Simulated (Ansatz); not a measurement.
One change: `BSC(F)[SiH3]` becomes `FC([SiH3])[SeH]`.

Ansatz, PBE0-D4/def2-TZVP geometries, multiplicity 1. Each molecule was computed in one conformer, which needn't be the lowest.

Scalar relativity is left out up to krypton.

| property | `BSC(F)[SiH3]` |
| --- | --- |
| HOMO energy (B3LYP/def2-TZVPP) / eV | -8.10 |
| HOMO energy (ωB97M-V/def2-TZVPP) / eV | -10.49 |
| HOMO energy (PBE0/def2-TZVPP) / eV | -8.33 |
| HOMO energy (PBE/def2-TZVPP) / eV | -7.16 |
| LUMO energy (PBE/def2-TZVPP) / eV | -2.47 |
| size of the dipole moment (PBE/def2-TZVPP) / D | 1.39 |

What does the change do to each property? (Best estimate.)

The calculation gave: 
| property | `FC([SiH3])[SeH]` | shift |
| --- | --- | --- |
| HOMO energy (B3LYP/def2-TZVPP) / eV | -6.93 | 1.17 |
| HOMO energy (ωB97M-V/def2-TZVPP) / eV | -9.36 | 1.13 |
| HOMO energy (PBE0/def2-TZVPP) / eV | -7.17 | 1.16 |
| HOMO energy (PBE/def2-TZVPP) / eV | -6.01 | 1.15 |
| LUMO energy (PBE/def2-TZVPP) / eV | -1.32 | 1.15 |
| size of the dipole moment (PBE/def2-TZVPP) / D | 1.19 | -0.20 |

With PBE0 the HOMO rises by 1.16 eV and the LUMO rises by 1.07 eV, so the gap narrows by about 0.09 eV. PBE moves the HOMO by 1.15 eV and ωB97M-V by 1.13 eV. Dipoles are sizes alone; their direction can turn.

B3LYP here is the variant with VWN-RPA as its local correlation; programs differ in this.

Spin–orbit coupling is left out; it splits and shifts lone-pair levels of the heavy atoms by tenths of an eV.
